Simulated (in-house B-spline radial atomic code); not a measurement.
Configurations of Tc4+, with energies counted from [Kr] 4d3. Computed with a B-spline radial code for spherical atoms: scalar-relativistic (X2C) HSE06, spin-polarised, spherical fractional occupations, Fermi nucleus of rms radius 4.41117 fm. Shells without spins written out take the highest spin.

Caution: exact exchange at fractional occupations of open shells leaves self-interaction of up to several eV.

Occupations are held fixed; configurations that lie above the ionisation limit could autoionise.

| configuration | E - E(ref) (eV) | highest orbital | its <r> (bohr) |
| --- | --- | --- | --- |
| [Kr] 4d(1 up, 2 down) | 3.1185 | 4d up | 1.457 |
| [Kr] 4d2 5s1 | 12.688 | 5s up | 2.384 |
| [Kr] 4d2 5p1 | 20.86 | 5p up | 2.705 |
| [Kr] 4d2 5d1 | 31.726 | 5d up | 3.48 |
| [Ar] 3d10 4s2 4p5 4d4 | 38.626 | 4d up | 1.413 |
| [Ar] 3d10 4s2 4p(3 up, 2 down) 4d(1 up, 2 down) 5s(1 up, 0 down) | 59.905 | 5s up | 2.381 |
| [Ar] 3d(4 up, 5 down) 4s2 4p6 4d(0 up, 3 down) 5p(0 up, 1 down) | 284.89 | 5p down | 2.645 |

(1) Order these further configurations by energy, lowest first.
A. [Ar] 3d9 4s2 4p6 4d4
B. [Ar] 3d(4 up, 5 down) 4s2 4p6 4d(2 up, 1 down) 5f(1 up, 0 down)
C. [Kr] 4d(0 up, 2 down) 4f(1 up, 0 down)
D. [Ar] 3d10 4s2 4p5 4d3 4f1
E. [Ar] 3d10 4s2 4p5 4d3 5s1

(2) How far above the reference does [Ar] 3d10 4s2 4p5 4d3 5d1 lie?

(3) How far above the reference does [Ar] 3d9 4s2 4p6 4d3 5f1 lie?

Results:

(1) C (34.128 eV), E (53.256 eV), D (73.714 eV), A (260.72 eV), B (310.17 eV).

(2) 72.6 eV; its least bound orbital is 5d up with <r> = 3.438 bohr.

(3) 306.12 eV; its least bound orbital is 5f up with <r> = 5.015 bohr.
